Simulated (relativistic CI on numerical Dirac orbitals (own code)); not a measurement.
**d1 to d9 in one octahedral field**

Computed with a parametric ligand-field model without spin-orbit coupling, by exact diagonalisation: B = 660, C = 2880, 10Dq = 25300 cm⁻¹ (Oh; |10Dq|/B = 38.3) for every shell. Energies in cm⁻¹; the field energy is (0.6 n_e − 0.4 n_t2) × 10Dq of the ground term; g labels are left out.

```tsv
Shell	Ground term	Electrons in e	Field energy	First spin-allowed bands	Lowest term of other spin
d1	2T2	0.000	-10120	2E 25300	
d2	3T1	0.015	-19852	3T2 23814, 3T1 32228	1T2 10004
d3	4A2	0.000	-30360	4T2 25300, 4T1 32441	2E 13720
d4	3T1	0.024	-39861	3E 22672, 3T1 23405	5E 7793
d5	2T2	0.045	-49474	2A2 21818, 2T1 22047	4T1 11819
d6	1A1	0.034	-59862	1T1 23340, 1T2 32310	3T1 17202
d7	2E	1.024	-44935	2T1 23176, 2T2 23853	4T1 11480
d8	3A2	2.000	-30360	3T2 25300, 3T1 32441	1E 10938
d9	2E	3.000	-15180	2T2 25300
```

Low spin: d4, d5, d6, d7; the other shells keep the spin of the free ion. Only d4 to d7 can choose; the field needed to pair spins is smallest for d6 and largest for d5, which loses most exchange energy. In the strong-field picture 10Dq must exceed about 6B + 5C = 18360 (d4), 7.5B + 5C = 19350 (d5), 2.5B + 4C = 13170 (d6) and 4B + 4C = 14160 (d7); mixing of terms shifts these bounds somewhat.
